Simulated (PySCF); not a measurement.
Match the calculated data to a structure.

All candidates are C5H12N2Si.

| technique | computed result |
| --- | --- |
| NMR, other nuclei | isotropic shieldings of nuclei other than C and H, by class: -131 (1 N), 129 (1 N), 374 (1 Si) ppm [GIAO PBE0/pcSseg-1] |
| 13C NMR | chemical shifts (computed TMS as zero) by class: 145.9 (1 C), 140.4 (1 C), 121.3 (1 C), -4.4 (2 C) ppm [GIAO PBE0/pcSseg-1] |
| 1H NMR | chemical shifts (computed TMS as zero) by class: 7.34 (1 H), 6.75 (1 H), 5.49 (1 H), 5.40 (1 H), 5.36 (1 H), 5.28 (1 H), 0.24 (6 H) ppm [GIAO PBE0/pcSseg-1] |
| Rotational structure | rotational constants A, B, C: 3.827, 0.756, 0.670 GHz [GFN2-xTB] |
| Dipole | 2.21 D [PBE0/pcSseg-1] |

The electronic properties come from PySCF, for the isolated species, density fitting. Levels stand in brackets. The structure is a single GFN2-xTB conformer in the gas phase; no vibrational or solvent corrections. GFN2-xTB frequencies show an imaginary mode (70i cm⁻¹), so this geometry is no minimum at that level. NMR classes are plain means over equivalent atoms (diastereotopic ones count apart unless rotation or inversion swaps them), as if these changed places fast.

Question: Which candidate is it?
A. `C=CN1CCCN1[SiH3]`
B. `C=C/C=N/N[SiH](C)C`
C. `CC1=NN([SiH3])C[C@H]1C`
D. `CCCNC[SiH2]C#N`
E. `C=N[SiH2]N1CCCC1`

Answer: B. It is `C=C/C=N/N[SiH](C)C`. Numbering: `[CH2:1]=[CH:2]/[CH:3]=[N:4]/[NH:5][SiH:6]([CH3:7])[CH3:8]`. Its formula, C5H12N2Si, gives 2 degrees of unsaturation: 0 rings and 2 π bonds in the structure found. 5 carbons fall into 4 classes; from least to most shielded: alkene CH carbon [C2] (145.9 ppm), C=N carbon [C3] (140.4 ppm), terminal =CH2 carbon [C1] (121.3 ppm), Si-methyl carbon [C7/C8] (-4.4 ppm, 2 C). Hydrogen classes from least to most shielded: 1 H on a C=N carbon, C3 (7.34 ppm), 1 H on an alkene CH carbon, C2 (6.75 ppm), 1 H on a terminal =CH2 carbon, C1 (5.49 ppm), 1 H on a terminal =CH2 carbon, C1 (5.40 ppm), 1 H on a silicon-bound nitrogen, N5 (5.36 ppm), 1 H on an SiH silicon, Si6 (5.28 ppm), 6 H on 2 Si-methyl carbons, C7/C8 (0.24 ppm, a mean of values up to 0.5 ppm apart in this geometry). The other shieldings belong to: -131 ppm, C=N nitrogen [N4]; 129 ppm, silicon-bound nitrogen [N5]; 374 ppm, SiH silicon [Si6]. The optimised geometry has point group C1 and is an asymmetric top.

The others, at the same levels:
- `C=CN1CCCN1[SiH3]` fails: it has 5 carbon classes against 4; its computed 13C shifts are 152.7 (1 C), 83.3 (1 C), 49.8 (1 C), 49.3 (1 C), 33.4 (1 C) ppm, 1H shifts are 6.77 (1 H), 4.66 (3 H), 3.90 (1 H), 3.72 (1 H), 3.13 (2 H), 2.87 (2 H), 2.07 (2 H) ppm and rotational constant A is 2.408 GHz (against 3.827 GHz).
- `CCCNC[SiH2]C#N` fails: it has 5 carbon classes against 4; its computed 13C shifts are 124.4 (1 C), 60.1 (1 C), 37.0 (1 C), 25.6 (1 C), 13.3 (1 C) ppm, 1H shifts are 4.42 (2 H), 2.80 (2 H), 2.62 (2 H), 1.54 (2 H), 0.97 (3 H), 0.36 (1 H) ppm and rotational constant A is 3.342 GHz (against 3.827 GHz).
- `CC1=NN([SiH3])C[C@H]1C` fails: it has 5 carbon classes against 4; its computed 13C shifts are 149.3 (1 C), 58.2 (1 C), 47.7 (1 C), 21.9 (1 C), 15.7 (1 C) ppm, 1H shifts are 4.83 (3 H), 3.84 (1 H), 3.05 (1 H), 2.95 (1 H), 1.98 (3 H), 1.18 (3 H) ppm and rotational constant A is 3.140 GHz (against 3.827 GHz).
- `C=N[SiH2]N1CCCC1` fails: it has 3 carbon classes against 4; its computed 13C shifts are 173.0 (1 C), 48.7 (2 C), 30.6 (2 C) ppm, 1H shifts are 8.94 (1 H), 8.77 (1 H), 5.43 (2 H), 3.22 (4 H), 1.82 (4 H) ppm and rotational constant A is 4.069 GHz (against 3.827 GHz).

Each candidate is one conformer, not necessarily the lowest. The conformers computed, where there is a choice (atom-mapped SMILES and torsion angles):
- `[CH2:1]=[CH:2]/[CH:3]=[N:4]/[NH:5][SiH:6]([CH3:7])[CH3:8]`: C1–C2–C3–N4 180°, C3–N4–N5–Si6 2°, N4–N5–Si6–C7 61°
- `[CH3:1][CH2:2][CH2:3][NH:4][CH2:5][SiH2:6][C:7]#[N:8]`: C1–C2–C3–N4 175°, C2–C3–N4–C5 68°, C3–N4–C5–Si6 171°, N4–C5–Si6–C7 64°

The conformers of `C=CN1CCCN1[SiH3]`, `CC1=NN([SiH3])C[C@H]1C` and `C=N[SiH2]N1CCCC1` aren't listed.
